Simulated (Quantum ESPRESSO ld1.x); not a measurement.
Results of a calculation; reference values are marked as such.
Charge is removed step by step from the 6s down level of La, starting from [Xe] 5d1 6s(up 1, down 1). Level of theory: scalar-relativistic Kohn-Sham, LDA (Slater exchange, Perdew-Zunger correlation), spin-polarised, spherical densities, point nucleus; open shells are filled with parallel spins first (ld1.x of Quantum ESPRESSO 7.5).

[
 {"removed (e)": "0", "E - E(0) (eV)": "0.000", "eigenvalue (eV)": "-3.675", "E minus straight line (eV)": "0.000"},
 {"removed (e)": "0.125", "E - E(0) (eV)": "0.493", "eigenvalue (eV)": "-4.207", "E minus straight line (eV)": "-0.237"},
 {"removed (e)": "0.25", "E - E(0) (eV)": "1.052", "eigenvalue (eV)": "-4.747", "E minus straight line (eV)": "-0.407"},
 {"removed (e)": "0.375", "E - E(0) (eV)": "1.679", "eigenvalue (eV)": "-5.292", "E minus straight line (eV)": "-0.509"},
 {"removed (e)": "0.5", "E - E(0) (eV)": "2.375", "eigenvalue (eV)": "-5.840", "E minus straight line (eV)": "-0.542"},
 {"removed (e)": "0.625", "E - E(0) (eV)": "3.139", "eigenvalue (eV)": "-6.388", "E minus straight line (eV)": "-0.508"},
 {"removed (e)": "0.75", "E - E(0) (eV)": "3.972", "eigenvalue (eV)": "-6.933", "E minus straight line (eV)": "-0.404"},
 {"removed (e)": "0.875", "E - E(0) (eV)": "4.871", "eigenvalue (eV)": "-7.462", "E minus straight line (eV)": "-0.234"},
 {"removed (e)": "1", "E - E(0) (eV)": "5.835", "eigenvalue (eV)": "-7.922", "E minus straight line (eV)": "0.000"}
]

Removing the whole electron costs 5.835 eV by Delta-SCF, against 3.675 eV from minus the eigenvalue at the starting occupation. Slater's transition state (half an electron removed) gives 5.840 eV. Integrating minus the eigenvalue over the occupation (Janak's theorem) gives 5.835 eV. In this scalar-relativistic scheme the density is built from large components alone, so the theorem holds only approximately. The mean slope of the eigenvalue, de/dn, is 4.25 eV per electron.
